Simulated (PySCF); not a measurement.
Vertical excitations of a molecule C4H9O2, multiplicity 2 from PySCF with TDA-PBE/def2-SVPD, as energy in eV (oscillator strength): 3.68 (0.025), 4.03 (0.006), 4.05 (0.001), 4.60 (0.013), 4.84 (0.004), 4.92 (0.010), 5.43 (0.001), 5.56 (0.015), 5.69 (0.037), 5.75 (0.018). Geometry: PBE0-D3(BJ)/def2-SVP. Other conformers were not sampled.

Task: Pick the molecule that these values belong to.
(A) CO[CH]C(C)O
(B) COC[C](C)O
(C) CO[CH]COC
(D) [CH2]C(O)COC

Result: A, CO[CH]C(C)O
